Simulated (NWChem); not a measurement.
Program: NWChem. System: H2AlFO2, charge 0, spin multiplicity 1, at a geometry optimised with PBE0/def2-SVP. The structure started from a generated list of species. Level: PBE/aug-cc-pVTZ.

Job file:

```
start mol
memory heap 200 mb stack 900 mb global 1100 mb
geometry units angstroms nocenter noautoz
  Al     0.015202     0.002048     0.000000
  F      1.372198    -0.947669     0.000000
  O      0.228272     1.674283     0.000000
  H     -0.486790     2.311504     0.000000
  O     -1.523314    -0.695754     0.000000
  H     -1.700284    -1.637334     0.000000
  symmetry group Cs
end
basis spherical
  * library aug-cc-pvtz
end
dft
  xc xpbe96 cpbe96
  semidirect memsize 60000000 filesize 0
  iterations 100
end
task dft energy
```

Part of the output:

```
             Northwest Computational Chemistry Package (NWChem) 7.3.0
             --------------------------------------------------------

                                NWChem Input Module
                                -------------------

 Scaling coordinates for geometry "geometry" by  1.889725989
 (inverse scale =  0.529177249)

 Turning off AUTOSYM since
 SYMMETRY directive was detected!

                             Geometry "geometry" -> ""
                             -------------------------

 Output coordinates in angstroms (scale by  1.889725989 to convert to a.u.)

  No.       Tag          Charge          X              Y              Z
 ---- ---------------- ---------- -------------- -------------- --------------
    1 Al                  13.0000     0.01520200     0.00204800     0.00000000
    2 F                    9.0000     1.37219800    -0.94766900     0.00000000
    3 O                    8.0000     0.22827200     1.67428300     0.00000000
    4 H                    1.0000    -0.48679000     2.31150400     0.00000000
    5 O                    8.0000    -1.52331400    -0.69575400     0.00000000
    6 H                    1.0000    -1.70028400    -1.63733400     0.00000000

 Effective nuclear repulsion energy (a.u.)     160.5180644688

            Nuclear Dipole moment (a.u.)
            ----------------------------
        X                 Y               Z
 ---------------- ---------------- ----------------
    -0.0000037795     0.0000094486     0.0000000000

      Symmetry information
      --------------------

 Group name             Cs
 Group number              2
 Group order               2
 No. of unique centers     6

      Symmetry unique atoms

     1    2    3    4    5    6


 Summary of "ao basis" -> "" (spherical)
 ------------------------------------------------------------------------------
       Tag                 Description            Shells   Functions and Types
 ---------------- ------------------------------  ------  ---------------------
 *                        aug-cc-pvtz                 on all atoms

  pbe96 is a nonlocal functional; adding pw91lda local functional.
[...]
 Vector   20  Occ=2.000000D+00  E=-2.843495D-01  Symmetry=a"
              MO Center= -5.7D-01,  5.6D-01, -4.2D-16, r^2= 2.8D+00
   Bfn.  Coefficient  Atom+Function         Bfn.  Coefficient  Atom+Function
  ----- ------------  ---------------      ----- ------------  ---------------
   107      0.312528  3 O  pz               176     -0.287622  5 O  pz
   104      0.262931  3 O  pz               110      0.242252  3 O  pz
   173     -0.241883  5 O  pz               179     -0.224772  5 O  pz
   182     -0.061493  5 O  pz               113      0.058588  3 O  pz
    28      0.055808  1 Al d -1              30     -0.037031  1 Al d  1

 Vector   21  Occ=0.000000D+00  E=-7.071899D-02  Symmetry=a'
              MO Center= -3.0D-01,  1.7D-02, -1.6D-14, r^2= 6.8D+00
   Bfn.  Coefficient  Atom+Function         Bfn.  Coefficient  Atom+Function
  ----- ------------  ---------------      ----- ------------  ---------------
     5      0.502051  1 Al s                  6      0.311348  1 Al s
     3      0.257335  1 Al s                169     -0.185794  5 O  s
   100     -0.165547  3 O  s                170     -0.155423  5 O  s
   146      0.134395  4 H  s                167     -0.131092  5 O  s
    98     -0.126467  3 O  s                214      0.123754  6 H  s

 Vector   22  Occ=0.000000D+00  E=-1.365491D-02  Symmetry=a"
              MO Center= -4.5D-02, -4.6D-02,  8.4D-15, r^2= 8.9D+00
   Bfn.  Coefficient  Atom+Function         Bfn.  Coefficient  Atom+Function
  ----- ------------  ---------------      ----- ------------  ---------------
    18      0.682858  1 Al pz                21      0.433007  1 Al pz
    12      0.349894  1 Al pz               179     -0.144861  5 O  pz
   176     -0.136999  5 O  pz               182     -0.137555  5 O  pz
   107     -0.132231  3 O  pz               110     -0.129628  3 O  pz
   173     -0.112834  5 O  pz                61     -0.111554  2 F  pz

 Vector   23  Occ=0.000000D+00  E=-1.301635D-02  Symmetry=a'
              MO Center= -1.1D+00,  9.0D-02, -3.2D-13, r^2= 1.6D+01
   Bfn.  Coefficient  Atom+Function         Bfn.  Coefficient  Atom+Function
  ----- ------------  ---------------      ----- ------------  ---------------
   215      0.488576  6 H  s                146     -0.406788  4 H  s
    20     -0.367662  1 Al py               214      0.193844  6 H  s
   101     -0.162377  3 O  s                100      0.142167  3 O  s
    32      0.139213  1 Al d -2             154     -0.127041  4 H  py
   112      0.120823  3 O  py               169     -0.110206  5 O  s

 center of mass
 --------------
 x =   0.08414292 y =  -0.03822687 z =   0.00000000

 moments of inertia (a.u.)
 ------------------
         277.457853009283          -0.373602298404           0.000000000000
          -0.373602298404         273.979519761681           0.000000000000
           0.000000000000           0.000000000000         551.437372770965

     Multipole analysis of the density
     ---------------------------------

     L   x y z        total         alpha         beta         nuclear
     -   - - -        -----         -----         ----         -------
     0   0 0 0     -0.000000    -20.000000    -20.000000     40.000000

     1   1 0 0     -0.728517     -0.364257     -0.364257     -0.000004
     1   0 1 0     -0.030160     -0.015085     -0.015085      0.000009
     1   0 0 1     -0.000000     -0.000000     -0.000000      0.000000

     2   2 0 0    -24.389422    -81.934079    -81.934079    139.478736
     2   1 1 0      0.426927     -2.450488     -2.450488      5.327902
     2   1 0 1      0.000000      0.000000      0.000000      0.000000
     2   0 2 0    -18.504179    -84.967642    -84.967642    151.431104
     2   0 1 1     -0.000000     -0.000000     -0.000000      0.000000
     2   0 0 2    -19.261529     -9.630764     -9.630764      0.000000

 Task  times  cpu:      266.5s     wall:      266.5s

 Total times  cpu:      266.5s     wall:      266.5s
```
